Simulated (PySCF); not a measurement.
Numbering as in the mapped SMILES `[CH:1]#[C:2][c:3]1[n:4][n:5][cH:6][c:7]([SiH3:8])[c:9]1[CH3:10]` (H(Xn): hydrogen on atom n).

Geometry: PBE0-D3(BJ)/def2-SVP; GIAO absolute shieldings from PySCF 2.14, gas phase, non-relativistic, averaged over equivalent atoms.

At B3LYP/pcSseg-1 (217 basis functions, 31 s wall time on 1 thread of an Intel Xeon 6975P-C, shared host):
```csv
atoms,σ (ppm)
C6,21.7
C3,28.0
C9,28.1
C7,48.5
C1,88.3
C2,96.3
C10,159.4
N4,-232.4
N5,-205.1
Si8,410.3
H(C6),22.31
H(Si8),27.02
H(C1),27.87
H(C10),28.82
```

Q: Estimate the result of repeating the calculation with PBE0/pcSseg-1.

A: 
```
 atoms  σ at PBE0/pcSseg-1  change
    C6                27.2    +5.5
    C3                33.8    +5.8
    C9                34.2    +6.1
    C7                54.7    +6.2
    C1                90.8    +2.5
    C2               101.0    +4.7
   C10               164.5    +5.1
    N4              -224.5    +7.9
    N5              -196.1    +9.0
   Si8               422.9   +12.6
 H(C6)               22.07   -0.24
H(Si8)               26.80   -0.22
 H(C1)               27.63   -0.24
H(C10)               28.69   -0.13
```

The largest change is at Si8 (silicon bonded to C, 3 H). Cost: 217 basis functions, 37 s wall time on 1 thread of an Intel Xeon 6975P-C, shared host. The order of the carbon signals is the same at both levels.
